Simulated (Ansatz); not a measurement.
Consider the ligand exchange at a Ti–C bond: `C#[C][Ti]([OH])([OH])[OH]` + H–F → `[OH][Ti]([OH])([OH])[F]` + acetylene.

Program: Ansatz. Geometries: PBE0-D4/def2-TZVP. ΔE: electronic, gas phase. CCSD(T)/CBS is the MP2 limit (def2-TZVPP, def2-QZVPP) plus CCSD(T) − MP2 in def2-TZVPP, frozen cores. This one scheme is used for every species. For Ti outer-core shells are correlated without core-valence functions, which leaves a few kJ/mol of doubt a bond. Scalar relativity is left out up to krypton. One conformer a species, not always the lowest.

```json
{"species": "`C#[C][Ti]([OH])([OH])[OH]`", "MP2/def2-SVP energy (Eh)": "-1151.91888"}
{"species": "H–F", "MP2/def2-SVP energy (Eh)": "-100.13197"}
{"species": "`[OH][Ti]([OH])([OH])[F]`", "MP2/def2-SVP energy (Eh)": "-1175.08771"}
{"species": "`C#C`", "MP2/def2-SVP energy (Eh)": "-77.01772"}
```

Task: Work out ΔE.

Result: ΔE = (-1175.08771) + (-77.01772) − (-1151.91888) − (-100.13197) = -0.05458 Eh = -143.3 kJ/mol. CCSD(T)/CBS gives -129.2 kJ/mol.

Largest T1 diagnostic among the species: 0.024, so the coupled-cluster value is less sure than usual.

The D4 term adds +6.6 kJ/mol with B3LYP and +3.9 kJ/mol with PBE0; it sums over pairs of atoms, weighted by their polarisabilities, and B3LYP, whose exchange is more repulsive, gets the larger term. From PBE to PBE0 (25 % exact exchange), in def2-TZVPP and without D4, ΔE moves by +3.4 kJ/mol.

B3LYP here is the variant with VWN-RPA as its local correlation; programs differ in this.
